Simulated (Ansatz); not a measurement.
## Ligand exchange: C2H6AlBr + C2H6MgO → C2H7AlO + C2H5BrMg

Gas-phase species: C2H6AlBr `C[CH2][AlH][Br]`, singlet; C2H6MgO `C[CH2][Mg][OH]`, singlet; C2H7AlO `C[CH2][AlH][OH]`, singlet; C2H5BrMg `C[CH2][Mg][Br]`, singlet. The partners trade Br for OH: Al–Br and Mg–OH bonds give way to Al–OH and Mg–Br.

Shapes, held fixed at every level: PBE0-D4/def2-TZVP. Flexible molecules stand in one conformer, not always the lowest. Programs: Ansatz 0.2.0. The zero-point and thermal change to 298 K, harmonic and unscaled (PBE0-D4/def2-TZVP), is +2.0 kJ/mol.

| level | kind | ΔH(298 K) (kJ/mol) | less CCSD(T)/def2-TZVPP |
| --- | --- | --- | --- |
| HF/def2-SVP | Hartree–Fock | -60.2 | +0.4 |
| HF/def2-TZVPP | Hartree–Fock | -73.6 | -13.0 |
| r2SCAN-D4/def2-TZVPP | meta-GGA | -61.9 | -1.3 |
| B3LYP-D4/def2-TZVPP | global hybrid | -60.4 | +0.2 |
| PBE0-D4/def2-TZVPP | global hybrid | -60.3 | +0.3 |
| MP2/def2-SVP | perturbation theory | -55.1 | +5.5 |
| CCSD(T)/def2-SVP | coupled cluster or CI | -57.2 | +3.4 |
| CCSD(T)/def2-TZVPP | coupled cluster or CI | -60.6 | 0.0 |

The highest level, CCSD(T)/def2-TZVPP, gives ΔH(298 K) = -60.6 kJ/mol; the levels span -73.6 to -55.1. The column of differences is taken from that level and isn't an error. No measured value is set beside it here. Relativity is left out for Br. Outer-core shells of Br, Mg are correlated, in sets that cover them unevenly. Sets without diffuse functions underbind ionic bonds of s-block metals.
